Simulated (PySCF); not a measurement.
## Electronic absorption of CH10BPSi

Compound: CH10BPSi.
Bonds: Si1–C2, C2–B3, B3–P4. Hydrogens: H5, H6, H7 on Si1; H8, H9 on C2; H10, H11 on B3; H12, H13, H14 on P4.

Method: PySCF 2.14.0, density-fitted response routines, TDDFT PBE0/def2-SVPD, vertical, gas phase, core orbitals frozen in the response. Geometry: PBE0-D3(BJ)/def2-SVP, one conformer, isolated molecule. Torsions of this conformer, `[SiH3:1][CH2:2][BH2-:3][PH3+:4]`: Si1–C2–B3–P4 180°.

```csv
state,E (eV),E (hartree),f,symmetry,"main configurations (H = HOMO, L = LUMO)"
S1,6.79,0.2497,0.107,A′,"H→L (84%), H→L+1 (12%)"
S2,6.86,0.2522,0.0059,A′,"H→L+1 (85%), H→L (12%)"
S3,7.07,0.2599,0.0063,A″,H→L+2 (94%)
S4,7.14,0.2623,0.0037,A″,"H-1→L (54%), H-1→L+1 (41%)"
S5,7.20,0.2648,0.0000,–,"H-1→L+1 (56%), H-1→L (42%)"
S6,7.33,0.2694,0.0015,–,"H-2→L+1 (42%), H-2→L (38%), H→L+3 (8%)"
```

The lowest singlet lies at 6.79 eV (182 nm, vacuum ultraviolet) and is of moderate strength; its leading configuration is HOMO→LUMO (84%). The lowest level is also the most intense of those listed (f = 0.107). Löwdin shares by element: HOMO carbon 30%, silicon 20%, phosphorus 15%, boron 11% (atoms not listed hold the other 24%); LUMO hydrogen 31% or more, phosphorus 29%, boron 16% (atoms not listed hold the other 25%). The oscillator strengths of these states sum to 0.124; summed over the whole spectrum of an exact calculation they would give the number of electrons, 50 (Thomas–Reiche–Kuhn). The listed states span 0.54 eV, and the widest gap between neighbours is 0.21 eV (S2 to S3). Of the 6 states listed, 1 reaches f = 0.01 and 1 stays under 0.0005. Symmetry labels in Cs follow from the direction of the transition dipole and are given only for states with f of 0.002 or more. Only the lowest 6 singlets were computed, as vertical energies without vibronic structure.

Hardware: an Arm Neoverse V2 with one thread, shared host. Cost: 17 s wall.
